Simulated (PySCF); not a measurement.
An unknown shows these calculated signals:

¹H NMR (300 MHz, computed): δ 3.54 (s, 3H), 1.87 (sept, J = 8.0 Hz, 1H), 1.18 (d, J = 8.0 Hz, 6H).

¹³C{¹H} NMR (computed): δ 184.0 (C), 48.7 (CH3), 31.1 (CH), 18.7 (CH3).

No solvent model, non-relativistic, fast rotation and ring inversion assumed for equivalent nuclei, single conformer. σ from GIAO-HF/pcSseg-1; PBE0-D3(BJ)/def2-SVP geometry; couplings computed with B3LYP/pcJ-1 (without the spin–dipole term); PySCF 2.14.0 with density-fitted response routines.

Referencing at the same level of theory: ¹H and ¹³C vs TMS.

Task: Which of these does the molecule contain: an OH group, an ester, a non-aromatic C=C double bond, a methoxy group, a (CH3)2CH unit, a Si–H bond?

Result: 
- An OH group: no.
- An ester: yes (δC 184.0).
- A non-aromatic C=C double bond: no.
- A methoxy group: yes (δC 48.7; δH 3.54 (s)).
- A (CH3)2CH unit: yes (δC 18.7, 31.1; δH 1.18 (d), 1.87 (sept)).
- A Si–H bond: no.

The data belong to `COC(=O)C(C)C`, C5H10O2; they needn't prove each group on their own.

Carbon signals by region: 1 in the far downfield region (above 160 ppm), 3 below 50 ppm. Above 160 ppm: 184.0, ester carbonyl carbon.

Multiplet labels drop couplings under 1 Hz and merge nearly equal ones. Unscaled 3J(H,H) at this level run about 10 % above measured values. Shifts are as computed. Against solution values, carbons near 30 ppm lie about -0 ppm off and those near 130 ppm about +7 ppm. Of 1211 compounds with measured shifts, 218 miss one by over three times the rms of a fit or turn the order of signals round; such compounds aren't used in these exercises.
